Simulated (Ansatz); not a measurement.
Cartesian coordinates in Å:
```
F 0.0514 -2.1369 1.4922
C -0.0010 -1.2635 0.5104
F -0.1194 -1.9230 -0.6203
C 0.0551 0.0527 0.6331
Al -0.0261 1.2897 -0.8430
H 0.1533 0.3856 1.6620
H 0.0525 2.8359 -0.5075
H -0.1658 0.7595 -2.3270
```

Total charge 0; spin multiplicity 1.

Problem. List the B3LYP/def2-TZVPP orbital energies in eV (the Gaussian-basis code of Ansatz). (Estimate.)

Solution. Computed: Occupied: -1524.41, -673.05, -673.03, -281.91, -276.68, -112.41, -73.17, -72.95, -72.94, -35.68, -33.92, -21.45, -17.83, -16.28, -14.82, -14.15, -12.68, -12.33, -12.10, -11.28, -8.84, -8.38, -7.73. Lowest empty: -1.97, 0.47, 0.50, 1.02, 1.88, 2.09, 2.54, 3.27.

B3LYP here is the variant with VWN-RPA as its local correlation; programs differ in this.
